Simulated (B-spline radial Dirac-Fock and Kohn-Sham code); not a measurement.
ΔSCF core binding energies without Breit or QED terms, calculated with a radial atomic solver.

A sound run for the Sc atom, [Ar] 3d1 4s2: The ground state converged in 11 iterations, with total energy -763.37874 Ha, virial ratio 1.99044 and highest orbital energy -5.75 eV. ΔSCF binding energies: K (1s) 4505.6 eV, L3 (2p3/2) 410.7 eV. Holes are computed only in closed shells, and unreliable hole states are left out.

A second run, with one unsound setting: The ground state had not converged after 81 iterations, with total energy -763.37754 Ha, virial ratio 1.98978 and highest orbital energy -5.64 eV. ΔSCF binding energies: K (1s) 4505.7 eV, L3 (2p3/2) 410.7 eV (not all states converged, so these are not final). Holes are computed only in closed shells, and unreliable hole states are left out.

```
iter   energy (Ha)        error
   1     -760.80334850  7.85e-01
   2     -762.85827928  1.49e-01
   3     -762.89930235  1.42e-01
   4     -762.93702136  1.36e-01
   5     -762.97171412  1.30e-01
   6     -763.00363344  1.25e-01
   7     -763.03300958  1.20e-01
   8     -763.06005238  1.14e-01
   9     -763.08495322  1.09e-01
  17     -763.22516906  7.68e-02
  25     -763.29829491  5.37e-02
  33     -763.33650165  3.74e-02
  41     -763.35644516  2.60e-02
  49     -763.36685298  1.80e-02
  57     -763.37230011  1.26e-02
  65     -763.37517270  9.16e-03
  73     -763.37670784  7.26e-03
  81     -763.37754430  5.79e-03
```

Task: Which fault fits the second run best?
A. too few quadrature points
B. nuclear radius in wrong units
C. damping too heavy
D. box too small

Result: C. The input had damp = 0.97; ndamp = 100: damp is so close to 1 that the orbitals hardly move in each step.
